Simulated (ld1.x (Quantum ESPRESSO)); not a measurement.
# W (Z = 74): variants of one ultrasoft potential

Base potential:

ld1.x (Quantum ESPRESSO) 7.5 input, shortened:

```
&input
   title='W', zed=74., rel=1, dft='PZ', iswitch=3,
   config='[Xe] 4f14 5d4 6s2 6p0'
 /
 &inputp
   pseudotype=3, tm=.true., lloc=-1, rcloc=2.55,
   nlcc=.false.,
   which_augfun='PSQ', rmatch_augfun=1.20
 /
6
6S  1  0   2.00   0.00  1.85  2.40  0.0
6S  1  0   0.00   1.20  1.85  2.40  0.0
6P  2  1   0.00   0.00  2.65  3.05  0.0
6P  2  1   0.00   0.35  2.65  3.05  0.0
5D  3  2   4.00   0.00  1.30  1.50  0.0
5D  3  2   0.00   1.55  1.30  1.50  0.0
 &test
   configts(1)='5d4 6s2 6p0'
 /
```

All-electron outer shells of the reference configuration (LDA (PZ), scalar-relativistic, ld1.x):

```json
{"shell": "5p", "level (eV)": "-43.38", "outermost node (bohr)": "0.57", "outermost maximum (bohr)": "1.09"}
{"shell": "4f", "level (eV)": "-33.46", "outermost node (bohr)": "–", "outermost maximum (bohr)": "0.43"}
{"shell": "6s", "level (eV)": "-5.91", "outermost node (bohr)": "1.28", "outermost maximum (bohr)": "2.64"}
{"shell": "5d", "level (eV)": "-4.68", "outermost node (bohr)": "0.63", "outermost maximum (bohr)": "1.50"}
{"shell": "6p", "level (eV)": "-1.47", "outermost node (bohr)": "1.54", "outermost maximum (bohr)": "3.75"}
```

Cutoffs, loose and tight: the cutoffs (Ry, on a coarse ladder) from which the occupation-weighted sum of valence levels, in a spherical-Bessel basis at the reference potential, stays within 10 and 1 mRy of its value at 400 Ry. They do not see the model core or the augmentation charge, which bear on the density cutoff. Test errors are all-electron minus pseudo excitation energies from the reference, over the configurations 5d4 6s1 6p0; 5d4 6s0 6p0; 5d3 6s0 6p0; 5d4 6s0 6p2; 5d5 6s1 6p0; 5d4 6s1 6p1; 5d4 6s1.5 6p0 (two spin-polarised tests are not counted in the largest error). A dash means not determined; rows that change the core or the reference have their own tests. The largest error is taken over the tests solved by every variant that gives reliable tests at all: 5d3 6s0 6p0; 5d4 6s0 6p0; 5d4 6s1 6p0.

| change | outcome | cutoff, loose | cutoff, tight | bound ghosts | largest test error (meV) |
| --- | --- | --- | --- | --- | --- |
| base | generated | 40 Ry | 50 Ry | none | +77 |
| all radii scaled by about 0.75 (s 1.80, p 2.30, d 1.12 bohr, rcut 1.40/2.00/0.98); local potential all-electron potential smoothed inside 1.92 bohr (lloc = -1); augmentation PSQ, radius 0.90 bohr | failed: chargeps: negative rho | – | – | – | – |
| all radii scaled by about 0.83 (s 1.98, p 2.52, d 1.24 bohr, rcut 1.52/2.18/1.08); local potential all-electron potential smoothed inside 2.10 bohr (lloc = -1); augmentation PSQ, radius 1.00 bohr | failed: chargeps: negative rho | – | – | – | – |
| all radii scaled by about 0.90 (s 2.16, p 2.76, d 1.36 bohr, rcut 1.68/2.40/1.18); local potential all-electron potential smoothed inside 2.30 bohr (lloc = -1); augmentation PSQ, radius 1.08 bohr | failed: chargeps: negative rho | – | – | – | – |
| all radii scaled by about 1.06 (s 2.56, p 3.24, d 1.60 bohr, rcut 1.96/2.82/1.38); local potential all-electron potential smoothed inside 2.72 bohr (lloc = -1); augmentation PSQ, radius 1.28 bohr | generated | 35 Ry | 45 Ry | none | +92 |
| all radii scaled by about 1.15 (s 2.76, p 3.52, d 1.72 bohr, rcut 2.12/3.06/1.50); local potential all-electron potential smoothed inside 2.94 bohr (lloc = -1); augmentation PSQ, radius 1.38 bohr | generated | 35 Ry | 45 Ry | none | +98 |
| all radii scaled by about 1.36 (s 3.28, p 4.16, d 2.04 bohr, rcut 2.52/3.62/1.78); local potential all-electron potential smoothed inside 3.48 bohr (lloc = -1); augmentation PSQ, radius 1.64 bohr | generated | 21 Ry | 35 Ry | none | +86 |

Task: What comes out with this change to the base: all radii scaled by about 1.28 (s 3.08, p 3.90, d 1.92 bohr, rcut 2.36/3.40/1.66); local potential all-electron potential smoothed inside 3.26 bohr (lloc = -1); augmentation PSQ, radius 1.54 bohr?

Result: outcome: generated; cutoff, loose: 30 Ry; cutoff, tight: 40 Ry; bound ghosts: none; largest test error (meV): +130.

Task: What comes out with this change to the base: all radii scaled by about 1.23 (s 2.96, p 3.76, d 1.86 bohr, rcut 2.28/3.26/1.60); local potential all-electron potential smoothed inside 3.14 bohr (lloc = -1); augmentation PSQ, radius 1.48 bohr?

Result: outcome: generated; cutoff, loose: 30 Ry; cutoff, tight: 45 Ry; bound ghosts: none; largest test error (meV): +130.

Reading the sweep of the scale of all radii (base = 1) (base included, trends over the rows without a ghost): The loose cutoff falls from 40 Ry at 1 to 21 Ry at 1.36. A larger radius leaves more room for a smooth pseudo-wave, so fewer plane waves are needed; a smaller one forces it to follow the all-electron wave where it bends sharply. The generation fails at 0.75, 0.83, 0.9.
